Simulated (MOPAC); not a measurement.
MOPAC input (PM6):

```
PM6 FORCE THERMO(298,298) PRECISE LET CHARGE=1 GEO-OK AUX(PRECISION=9) THREADS=1
HNP

N     0.00000000 1    0.00000000 1   -0.91513181 1
P    -0.00000000 1   -0.00000000 1    0.56003811 1
H    -0.00000000 1   -0.00000000 1   -1.93534173 1
```

From the last part of the output:

```
     H    3   3.619390   0.491230   3.976211

          HEAT OF FORMATION =     218.011714 KCALS/MOLE

          ZERO POINT ENERGY       8.113 KCAL/MOL

           NORMAL COORDINATE ANALYSIS (Total motion = 1 Angstrom)

   Root No.       1         2         3         4

                 1 Pi      1 Pi      1 Sig     2 Sig

                 769.8     769.8    1459.9    2675.6

           1   -0.0000    0.0000    0.3649   -0.0770
           2   -0.1064   -0.0004   -0.0000   -0.0000
           3    0.0004   -0.1064    0.0000    0.0000
           4    0.0000   -0.0000   -0.1798    0.0050
           5    0.0197    0.0001    0.0000    0.0000
           6   -0.0001    0.0197   -0.0000   -0.0000
           7    0.0000   -0.0000    0.4552    0.9180
           8    0.8739    0.0036   -0.0000   -0.0000
           9   -0.0036    0.8739    0.0000    0.0000

           MASS-WEIGHTED COORDINATE ANALYSIS (NORMAL COORDINATES)

   Root No.       1         2         3         4

                 1 Pi      1 Pi      1 Sig     2 Sig

                 769.8     769.8    1459.9    2675.6

           1   -0.0000    0.0000    0.7787   -0.2983
           2   -0.4106   -0.0017   -0.0000   -0.0000
           3    0.0017   -0.4106    0.0000    0.0000
           4    0.0000   -0.0000   -0.5707    0.0285
           5    0.1129    0.0005    0.0000    0.0000
           6   -0.0005    0.1129   -0.0000   -0.0000
           7    0.0000   -0.0000    0.2606    0.9540
           8    0.9048    0.0038   -0.0000   -0.0000
           9   -0.0038    0.9048    0.0000    0.0000

          DESCRIPTION OF VIBRATIONS

 VIBRATION          2    1Pi         ATOM PAIR     ENERGY CONTRIBUTION    RADIAL
 FREQUENCY           769.81         N 1 -- H 3         +96.7% ( 98.7%)      0.0%
 TRANSITION DIPOLE   1.4097         N 1 -- P 2          +3.3% ( 18.1%)      0.0%
 TRAVEL (Ang.)       0.2850
 REDUCED MASS        1.0786
 EFFECTIVE MASS      2.3223
 FORCE CONSTANT      0.3766

 VIBRATION          3    1Sig        ATOM PAIR     ENERGY CONTRIBUTION    RADIAL
 FREQUENCY          1459.94         N 1 -- P 2         +70.3% (103.7%)    100.0%
 TRANSITION DIPOLE   1.2864         N 1 -- H 3         +29.7% ( 67.5%)    100.0%
 TRAVEL (Ang.)       0.0740
 REDUCED MASS        8.4408
 EFFECTIVE MASS     18.9200
 FORCE CONSTANT     10.6000

 VIBRATION          4    2Sig        ATOM PAIR     ENERGY CONTRIBUTION    RADIAL
 FREQUENCY          2675.58         N 1 -- H 3         +97.4% ( 99.9%)    100.0%
 TRANSITION DIPOLE   1.9070         N 1 -- P 2          +2.6% ( 16.3%)    100.0%
 TRAVEL (Ang.)       0.1632
 REDUCED MASS        0.9460
 EFFECTIVE MASS      1.7163
 FORCE CONSTANT      3.9898

      SYMMETRY NUMBER FOR POINT-GROUP C*v =  1

          SYSTEM IS A GROUND STATE

 HNP

          MOLECULE IS LINEAR

          THERE ARE  4 GENUINE VIBRATIONS IN THIS SYSTEM
          THIS THERMODYNAMICS CALCULATION IS LIMITED TO
          MOLECULES WHICH HAVE NO INTERNAL ROTATIONS

                    CALCULATED THERMODYNAMIC PROPERTIES
                                          *
   TEMP. (K)   PARTITION FUNCTION   H.O.F.    ENTHALPY  HEAT CAPACITY ENTROPY
                                   KCAL/MOL   CAL/MOLE    CAL/K/MOL  CAL/K/MOL

 298.00  VIB.     0.1051D+01                   113.3407     1.4889     0.4799
         ROT.     0.3081D+03                   592.1869     1.9872    13.3747
         INT.     0.3239D+03                   705.5276     3.4761    13.8545
         TRA.     0.3015D+27                  1480.4672     4.9680    37.4003
         TOT.                      218.012    2185.9947     8.4441    51.2549

   *: NOTE: HEATS OF FORMATION ARE RELATIVE TO THE
            ELEMENTS IN THEIR STANDARD STATE AT 298K
              (=  Standard Enthalpy of Formation).

            Hvib:  Zero-point energy is not included.
                   frequencies of less than zero cm-1 are not included.
            Hrot = (3/2)RT
            Htra = (3/2)RT + pV = (5/2)RT

            Heat capacity is Cp, not Cv

          For more information, see: HTTP://OpenMOPAC.net/Manual/thermochemistry.html

           FORCE CONSTANT IN CARTESIAN COORDINATES (Millidynes/A)

    ATOM   CHEMICAL       X               Y               Z
   NUMBER   SYMBOL  FORCE CONSTANT  FORCE CONSTANT  FORCE CONSTANT

      1       N       15.924960        0.824668        0.824668
      2       P       12.773980        0.137623        0.137623
      3       H        3.955237        0.288047        0.288047

 **********************
 *                    *
 * JOB ENDED NORMALLY *
 *                    *
 **********************

 == MOPAC DONE ==
```

The dipole moment of an ion depends on the origin.
